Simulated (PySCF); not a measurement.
Write Cartesian coordinates for InChI=1S/C5H10OSi/c1-3-4-5-6-7-2/h3-5H,1,7H2,2H3/b5-4+ as optimised with PBE0-D3(BJ)/def2-SVP.

```xyz
17
C5H10OSi angstrom
C      3.7582   -0.3688    1.5138
C      2.8405   -0.1708    0.5550
C      1.4075   -0.1774    0.7602
C      0.5302    0.0291   -0.2368
O     -0.8003    0.0240   -0.0460
Si    -1.9872    0.2790   -1.2151
C     -3.6205    0.1611   -0.3367
H      3.4631   -0.5551    2.5509
H      4.8275   -0.3507    1.2926
H      3.1827    0.0130   -0.4715
H      1.0162   -0.3573    1.7667
H      0.8825    0.2136   -1.2628
H     -1.7789    1.6246   -1.8340
H     -1.8492   -0.7586   -2.2835
H     -3.7440   -0.8321    0.1203
H     -3.6878    0.9194    0.4578
H     -4.4501    0.3238   -1.0421
```

Any rigid rotation of these coordinates is as good. Atoms count from 1 in this order. The 3 C–C bonds span 1.342 Å (C1=C2, drawn double) to 1.448 Å (C2–C3, drawn single), a spread of 0.106 Å. Of the pairs four or more bonds apart, H10···H12 is among the closest relative to their van der Waals radii: 2.44 Å, 102 % of the sum of Bondi's values. The 7 heavy atoms lie in one plane (0.004 Å rms). Si6 (oxygen-bound silicon) is tetrahedral (angles from 106.3° to 112.0°).

Bonds between heavy atoms (Å): C1=C2 1.342, C2–C3 1.448, C3=C4 1.344, C4–O5 1.344, O5–Si6 1.685, Si6–C7 1.858.

Method: PBE0-D3(BJ)/def2-SVP geometry optimisation, gas phase in PySCF 2.14.0.

Point group: Cs (every atom within 0.08 Å of its image). Whether it is a minimum is left open (no frequencies). One conformer, not necessarily the lowest (C1–C2–C3–C4 180°, C3–C4–O5–Si6 180°, C4–O5–Si6–C7 180°).
